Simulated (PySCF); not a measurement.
C$_{4}$H$_{7}$BN$_{2}$, singlet, at a GFN2-xTB geometry; PBE/3-21G in PySCF.

PySCF was given this input:
```python
from pyscf import gto, scf, dft

mol = gto.M(
    atom='''
N    -2.79872885    0.68789285    0.67014290
C    -1.89780198    0.18362737    0.17414320
C    -0.74259252   -0.41875288   -0.41803720
C     0.27713910    0.60372441   -0.99892108
B     1.36801075   -0.05363044   -0.04750431
N     2.72439461    0.10039212    0.11072276
C     0.27048721   -0.99453731    0.61389313
H    -1.06312774   -1.15996706   -1.15388540
H     0.39048593    0.53216144   -2.07956089
H    -0.00364615    1.63212613   -0.77155482
H     3.27602646    0.75725216   -0.41622991
H     3.27111494   -0.42285023    0.77461754
H    -0.01358830   -0.75669442    1.63901640
H     0.37962989   -2.07624016    0.55259071
''',
    basis='3-21g',
    verbose=4,
)

mf = dft.RKS(mol)
mf.xc = 'pbe'
mf.grids.prune = dft.gen_grid.treutler_prune
mf.kernel()
mf.analyze()
```

What the program printed (banner, timings and long lists left out):

```
PySCF version 2.14.0

[INPUT] verbose = 4
[INPUT] num. atoms = 14
[INPUT] num. electrons = 50
[INPUT] charge = 0
[INPUT] spin (= nelec alpha-beta = 2S) = 0
[INPUT] symmetry False subgroup None
[INPUT] Mole.unit = angstrom
[INPUT] Symbol           X                Y                Z      unit          X                Y                Z       unit  Magmom
[...]
nuclear repulsion = 254.718378272568
number of shells = 49
number of NR pGTOs = 126
number of NR cGTOs = 77
basis = 3-21g
ecp = {}

******** <class 'pyscf.dft.rks.RKS'> ********
method = RKS
initial guess = minao
damping factor = 0
level_shift factor = 0
DIIS = <class 'pyscf.scf.diis.CDIIS'>
diis_start_cycle = 1
diis_space = 8
diis_damp = 0
SCF conv_tol = 1e-09
SCF conv_tol_grad = None
SCF max_cycles = 50
direct_scf = True
direct_scf_tol = 1e-13
XC library pyscf.dft.libxc version 7.1.2
    S. Lehtola, C. Steigemann, M. J. T. Oliveira, and M. A. L. Marques,  SoftwareX 7, 1–5 (2018)
XC functionals = pbe
    J. P. Perdew, K. Burke, and M. Ernzerhof,  Phys. Rev. Lett. 77, 3865 (1996)
    J. P. Perdew, K. Burke, and M. Ernzerhof,  Phys. Rev. Lett. 78, 1396 (1997)
    J. P. Perdew, K. Burke, and M. Ernzerhof,  Phys. Rev. Lett. 77, 3865 (1996)
    J. P. Perdew, K. Burke, and M. Ernzerhof,  Phys. Rev. Lett. 78, 1396 (1997)
radial grids:
    Treutler-Ahlrichs [JCP 102, 346 (1995); DOI:10.1063/1.469408] (M4) radial grids

becke partition: Becke, JCP 88, 2547 (1988); DOI:10.1063/1.454033
pruning grids: <function treutler_prune>
grids dens level: 3
symmetrized grids: False
atomic radii adjust function: <function treutler_atomic_radii_adjust>
small_rho_cutoff = 0
Set gradient conv threshold to 3.16228e-05
Initial guess from minao.
tot grids = 144552
init E= -289.626064899534
[...]
cycle= 1 E= -288.94384563494  delta_E= 0.682  |g|= 0.593  |ddm|= 3.95
[...]
cycle= 2 E= -288.731642104001  delta_E= 0.212  |g|= 1.13  |ddm|= 1.86
[...]
cycle= 3 E= -288.996674712162  delta_E= -0.265  |g|= 0.399  |ddm|=  1.3
[...]
cycle= 4 E= -289.032621831948  delta_E= -0.0359  |g|= 0.0542  |ddm|= 0.399
[...]
cycle= 5 E= -289.033319277668  delta_E= -0.000697  |g|= 0.0138  |ddm|= 0.0837
[...]
cycle= 6 E= -289.033364838516  delta_E= -4.56e-05  |g|= 0.00588  |ddm|= 0.0227
[...]
cycle= 7 E= -289.033372547542  delta_E= -7.71e-06  |g|= 0.00161  |ddm|= 0.00682
[...]
cycle= 8 E= -289.033373167906  delta_E= -6.2e-07  |g|= 0.000407  |ddm|= 0.00218
[...]
cycle= 9 E= -289.033373208624  delta_E= -4.07e-08  |g|= 8.25e-05  |ddm|= 0.000475
[...]
cycle= 10 E= -289.033373210461  delta_E= -1.84e-09  |g|= 1.66e-05  |ddm|= 0.00014
[...]
cycle= 11 E= -289.03337321055  delta_E= -8.86e-11  |g|= 3.24e-06  |ddm|= 3.06e-05
[...]
Extra cycle  E= -289.033373210546  delta_E= 4.09e-12  |g|= 5.63e-06  |ddm|= 1.01e-05
converged SCF energy = -289.033373210546
**** SCF Summaries ****
Total Energy =                        -289.033373210545733
Nuclear Repulsion Energy =             254.718378272567634
One-electron Energy =                 -894.435944095629225
Two-electron Energy =                  350.684192612515858
Two-electron Coulomb Energy =          392.428441706001252
DFT Exchange-Correlation Energy =      -41.744249093485422
HOMO-LUMO gap [eV] =                     6.560991211028037
**** MO energy ****
[...]
 ** Mulliken pop on meta-lowdin orthogonal AOs  **
 ** Mulliken pop  **
 ** Mulliken atomic charges  **
charge of    0N =     -0.19195
charge of    1C =      0.05097
charge of    2C =     -0.08055
charge of    3C =     -0.30409
charge of    4B =      0.11669
charge of    5N =     -0.32183
charge of    6C =     -0.30409
charge of    7H =      0.12697
charge of    8H =      0.11239
charge of    9H =      0.12195
charge of   10H =      0.21959
charge of   11H =      0.21959
charge of   12H =      0.12195
charge of   13H =      0.11239
Dipole moment(X, Y, Z, Debye):  5.60664, -1.13978, -1.10637
```
